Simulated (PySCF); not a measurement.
B3LYP has the VWN-RPA correlation part, as in Gaussian. 

## CH₂N₂, SMILES `N#CN` (charge 0, multiplicity 1)

All values below come from B3LYP-D3(BJ)/def2-TZVP (PySCF).

```yaml
HOMO: -7.78 eV
dipole_moment: 4.66 D
HOMO–LUMO gap: 7.54 eV
LUMO: -0.24 eV
total_energy: -148.8535 Ha
cost: around 9 core-seconds (rough)
```

```xyz
5

N      1.8790     0.0972     0.5976
C      0.7533     0.0198     0.3521
N     -0.5372    -0.0903     0.0123
H     -1.0563    -0.8071     0.4976
H     -1.0388     0.7804    -0.0833
```
Charge 0, spin multiplicity 1.
